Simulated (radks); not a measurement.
Trend from Si+ to Ar+: ionisation energy by Delta-SCF between NIST ground configurations, and size. All-electron calculation, scalar-relativistic Kohn-Sham, SCAN, spin-unpolarised, spherical densities, finite nucleus; meta-GGA in the generalised Kohn-Sham scheme; Fermi nuclear charge, rms radius of each element as measured or else 0.836 A^(1/3) + 0.57 fm. Program: a radial shooting solver on a logarithmic mesh with Libxc functionals.

species  configuration  IE (eV)  NIST (eV)       kind  outermost  <r> outermost (bohr)
Si+       [Ne] 3s2 3p1   15.819     16.346       exp.         3p                  2.44
P+        [Ne] 3s2 3p2   19.110     19.769  semi-emp.         3p                  2.13
S+        [Ne] 3s2 3p3   22.422     23.338       exp.         3p                  1.89
Cl+       [Ne] 3s2 3p4   25.712     23.814       exp.         3p                  1.70
Ar+       [Ne] 3s2 3p5   29.077     27.630       exp.         3p                  1.55

Reference values: NIST Atomic Spectra Database (exp. = measured, semi-emp. = semi-empirical, theory = theoretical value adopted there). Spin polarisation and multiplet splitting are left out, so open shells lie too high by an amount that depends on their filling.

Beside tabulated values, note that spin-unpolarised runs miss the spin-polarisation part of the exchange energy of open shells.
